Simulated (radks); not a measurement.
Q: These are the eigenvalues of the occupied orbitals of an atom or ion with whole-number occupations (eV). Method: Dirac Kohn-Sham, PBE, spin-unpolarised, spherical densities, point nucleus; computed with a radial shooting solver on a logarithmic mesh with Libxc functionals.

orbital  eigenvalue
1s1/2     -7035.330
2s1/2     -857.5733
2p1/2     -744.6456
2p3/2     -732.1659
3s1/2     -131.0956
3p1/2      -97.9564
3p3/2      -96.3766
3d3/2      -43.2780
3d5/2      -43.1004

Which element is it, and in what charge state? The configuration may be excited. Open shells, if any, fill j = l - 1/2 first.

A: Z = 26, iron, charge +3: Fe3+ in [Ar] 3d5. The list shows which subshells hold electrons but not how many an open one holds; the 1s level, -258.54 hartree, gives Z - s = 22.7 by -(Z - s)^2/2, which with screening and relativity narrows Z to a few neighbours, and the depths of the outer levels then fix element, charge and occupations together.
